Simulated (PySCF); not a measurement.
Species: C₅H₆OS.
Numbering: `[CH3:1][O:2][c:3]1[cH:4][cH:5][cH:6][s:7]1` (hydrogens: H8, H9, H10 on C1; H11 on C4; H12 on C5; H13 on C6)

All values: wB97X-D/pcSseg-2 (PySCF, non-relativistic), on one gas-phase PBE0-D3(BJ)/def2-TZVP geometry that isn't relaxed in the solvent. The solvent is an IEF-PCM continuum (Bondi radii, 1.10 Å for H, scaled by 1.2). Only the electrostatic response of the medium enters.

Gas phase at wB97X-D/pcSseg-2: HOMO -7.80 eV, LUMO 1.73 eV, dipole 1.05 D.

Task: What does the continuum do to the energy, the frontier levels and the dipole at wB97X-D/pcSseg-2 in chloroform?

Result: 
| solvent | ε | E(solvent) − E(gas) (kcal/mol) | polarisation term (kcal/mol) | distortion of the solute (kcal/mol) | HOMO (eV) | LUMO (eV) | dipole (D) |
| --- | --- | --- | --- | --- | --- | --- | --- |
| chloroform | 4.711 | -2.88 | -3.13 | 0.25 | -7.85 | 1.68 | 1.27 |

Polarisation term: ½ Σ q·V over the induced surface charges. Distortion: the rise of the solute's own energy as its density leaves the gas-phase optimum.

Task: Which radius a makes the point-dipole formula ΔE = −[(ε − 1)/(2ε + 1)]·μ²/a³ give the value in chloroform, with the gas-phase dipole?

Result: μ = 0.412 au and |ΔE| = 0.00459 Eh give a = 1.25 Å; the farthest nucleus lies 3.39 Å from the centroid of the nuclei, so such a sphere wouldn't even hold the nuclei. The formula assumes a rigid point dipole at the centre of a sphere.

Time: 73 s of wall time; peak memory 1.7 GiB. Hardware: one thread, Arm Neoverse V1 (aarch64), shared host with 32 logical CPUs at a one-minute load of 12. This is the whole shielding run at wB97X-D/pcSseg-2 in chloroform, SCF included.

Conformer computed: `[CH3:1][O:2][c:3]1[cH:4][cH:5][cH:6][s:7]1`: C1–O2–C3–C4 -179°.

wB97X-D is run here without its empirical dispersion term; that term would change no orbital, density or response property at a fixed geometry.
